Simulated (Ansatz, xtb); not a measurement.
Two isomers of C5H10BP

We compare X, `C=C[C@@H]1C[C@H]1BP`, a singlet, with Y, `CC#CB(P)CC`, a singlet. Both are isolated molecules in the gas phase, relaxed with B3LYP-D3(BJ)/def2-SVP; the shapes shown needn't be the lowest conformers.

X (Å):

```xyz
17

C    -3.3756    1.0888   -1.9371
C    -2.0960    1.4780   -1.9328
C    -1.2556    1.6041   -0.7256
C    -0.1372    2.5866   -0.6682
C     0.2266    1.1170   -0.8125
B     0.7128    0.2981    0.3910
P     1.9040   -1.1695    0.2379
H    -3.9470    1.0197   -2.8659
H    -3.8966    0.8285   -1.0103
H    -1.6065    1.7303   -2.8822
H    -1.7687    1.3855    0.2155
H     0.0719    3.0733    0.2877
H     0.0259    3.2198   -1.5450
H     0.5181    0.8143   -1.8238
H     0.4212    0.6620    1.5072
H     1.3567   -2.0713    1.1918
H     1.4245   -1.8061   -0.9417
```

Y (Å):

```xyz
17

C    -3.6016    0.1926   -0.9395
C    -2.1935    0.4515   -0.6813
C    -1.0103    0.6657   -0.4614
C     1.0716    0.7309    1.2324
C     2.5702    0.9603    1.4392
B     0.4619    0.9249   -0.2112
P     1.4773    1.7053   -1.6356
H    -3.9150    0.5746   -1.9249
H    -4.2394    0.6604   -0.1710
H    -3.8044   -0.8914   -0.9182
H     0.9377    1.0177   -2.7567
H     2.6959    0.9789   -1.5287
H     0.4852    1.4011    1.8935
H     0.7787   -0.2811    1.5732
H     3.1726    0.2516    0.8480
H     2.8695    1.9758    1.1309
H     2.8627    0.8385    2.4944
```

Question: Estimate which is lower in electronic energy at CCSD(T)/def2-SVP + ΔMP2/def2-TZVPP, and by roughly how much.

Answer: The CCSD(T)/def2-SVP + ΔMP2/def2-TZVPP calculation puts structure Y lower, by 0.459 eV.

How the difference moves with the method:

| level | geometry | E(Y) − E(X) (eV) | departure from the last row (eV) | job, with rough time for the two |
| --- | --- | --- | --- | --- |
| GFN2-xTB | GFN2-xTB | +0.180 | +0.639 | optimisation, 0.49 s |
| HF/STO-3G | GFN2-xTB | −0.836 | −0.377 | single point, 0.4 s |
| r2SCAN-D4/def2-SVP | GFN2-xTB | −0.407 | +0.052 | single point, 4.1 s |
| B3LYP-D3(BJ)/def2-SVP | B3LYP-D3(BJ)/def2-SVP | −0.497 | −0.038 | optimisation, 51 s |
| HF/def2-SVP | B3LYP-D3(BJ)/def2-SVP | −0.538 | −0.079 | part of the CCSD(T) run |
| MP2/def2-SVP | B3LYP-D3(BJ)/def2-SVP | −0.475 | −0.016 | part of the CCSD(T) run |
| CCSD(T)/def2-SVP | B3LYP-D3(BJ)/def2-SVP | −0.420 | +0.039 | single point |
| CCSD(T)/def2-SVP + ΔMP2/def2-TZVPP | B3LYP-D3(BJ)/def2-SVP | −0.459 |  | single point, 80 s |

As drawn, Y has 1 C≡C, 1 C–B, 1 C–H in place of 1 C=C, 2 C–C, 1 B–H. Structure X has a 3-membered ring, Y no ring.

GFN2-xTB puts the two in the other order. The largest departure from CCSD(T)/def2-SVP + ΔMP2/def2-TZVPP is that of GFN2-xTB, 0.639 eV. A small imaginary or near-zero mode remains, so no thermal terms are given. The last row adds to CCSD(T) the change of the MP2 difference between the two basis sets, here −0.039 eV.

The correlated steps freeze 11 core orbitals. Codes used: Ansatz 0.2.0, xtb 6.7.1; the last row on 4 threads of Arm Neoverse V1 on a shared host.
